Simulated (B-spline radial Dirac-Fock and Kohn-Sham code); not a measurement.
**Elastic scattering of 225 eV electrons by neutral copper**

Model: relativistic (Dirac) partial waves in the static field of the Dirac-Fock atom with Furness-McCarthy exchange, without polarisation or absorption potentials. Program: a radial B-spline solver. Below a few hundred eV the neglected polarisation potential matters, most of all at small angles.

```
θ (°)  dσ/dΩ (a₀²/sr)  Sherman function
    0            31.7             0.000
   10            14.6             0.000
   20            4.10             0.001
   30            1.58             0.005
   40           0.815             0.010
   50           0.414             0.013
   60           0.144             0.005
   70          0.0494            -0.059
   80           0.145            -0.028
   90           0.321            -0.008
  100           0.417             0.000
  110           0.340             0.006
  120           0.151             0.008
  130          0.0398            -0.046
  140           0.199            -0.030
  150           0.690            -0.013
  160            1.37            -0.006
  170            1.97            -0.003
  180            2.21             0.000
```

The total elastic cross section is 9.81 a₀², the first transport cross section 5.13 a₀² and the second, weighted with (3/2) sin²θ, 4.00 a₀². The mean deflection is ⟨1 − cos θ⟩ = 0.523, and 27 % of the collisions scatter beyond 90°.

On this grid of angles the cross section has minima near 70°, 130°, from interference among the few low partial waves with large phase shifts.

Phase shifts modulo π (rad) for κ = −1 to −5: 0.674, -1.285, -0.304, 1.096, 0.497.

Values without a named source are computed, but for edge energies of neutral atoms, which are taken from tables.
